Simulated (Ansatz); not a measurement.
```yaml
crystal:
  periodic: [false, false, false]
  atoms:
    - {symbol: Sb, position_ang: [-0.007562, 0.003995, 0.862678]}
    - {symbol: Cl, position_ang: [2.112652, -0.004483, -0.298480]}
    - {symbol: Cl, position_ang: [-0.986324, 1.751642, -0.336472]}
    - {symbol: Cl, position_ang: [-1.024398, -1.822979, -0.297027]}
basis:
  gaussian: {orbitals: ANO-RCC-VTZP}
hamiltonian: {xc: {name: CAM-B3LYP}}
scf: {omitted_lower_state_checks: [starts]}
```

```sh
$ ansatz run in.yaml --threads 4 --pin off --events-out ev --progress --plain --max-ram 3916MiB
```

It prints (some lines left out):

```
Functional definition: CAM-B3LYP
1202 factors; integrals over basis functions are off by at most 6.2e-4 eV
272 factors; integrals over basis functions are off by at most 2.1e-5 eV
mean field evaluation 1: about -214048.3138 eV, gradient 2.6e1 eV
mean field evaluation 2: about -214047.4484 eV, gradient 3.6e1 eV
mean field evaluation 4: about -214050.4169 eV, gradient 7.3e-1 eV
mean field evaluation 8: about -214050.4505 eV, gradient 8.7e-2 eV
mean field evaluation 16: about -214050.4505 eV, gradient 2.5e-5 eV
mean field -214050.45051874 eV, -7866.2089679574 hartree, gradient 2.5e-5 eV, S^2 0.000000; 0 other end points of the search recorded, 0 dependent functions left out
reference -214050.45065265 eV, -7866.2089728785 hartree; 51, 51 occupied and 119, 119 virtual orbitals, 1202 factors
Total energy: -214050.45065265 eV, -7866.2089728785 hartree
Relativity: scalar
Checks for a lower state left out: starts
```

It took 11 s on 4 threads of Intel Xeon Platinum 8259CL on a shared host, peak host memory 0.64 GiB.

DK, ANO-RCC and x2c sets are all-electron and run with scalar relativity unless a key says otherwise.
